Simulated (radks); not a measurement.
Problem. Numerical settings for the neodymium ion Nd3+, [Xe] 4f3. Calculated with a radial shooting solver on a logarithmic mesh with Libxc functionals: Dirac Kohn-Sham, PBEsol, spin-unpolarised, spherical densities, finite nucleus; open shells fill j = l - 1/2 first; Fermi nuclear charge, rms radius 4.9123 fm. The defaults (mesh step 0.008 in ln r, mesh end at 40 bohr or more with all orbitals vanishing there, Anderson mixing 0.5 over 9 steps, residual threshold near 1e-9 with the energy settled to 1e-9 hartree or 1e-11 of itself, here a cap of 93 iterations) give E = -9624.4275 hartree and 4f5/2 at -30.980 eV in 14 iterations. Run on one thread of a shared host, so times are rough (Arm Neoverse V1): 0.15 s of CPU time, 0.15 s wall, 14 iterations on 2213 mesh points. One setting is changed at a time: mesh step in ln r 0.012; mesh step in ln r 0.03; mesh step in ln r 0.05; mesh end (bohr) 8; mesh end (bohr) 2; residual threshold 1e-05; residual threshold 1e-16; mixing 2.5; linear mixing, mixing 0.2; linear mixing, mixing 0.5; mixing history 2; iteration cap 2. Which runs fail to converge, and which converge to a wrong energy?

Solution. Not converged within the cap: residual threshold 1e-16; iteration cap 2. Settled on a wrong energy, with an occupied level pushed above zero by the early mesh end: mesh end (bohr) 2 (+8.98 hartree). Apart from these: no run marked as converged misses the energy by more than 1 mhartree.
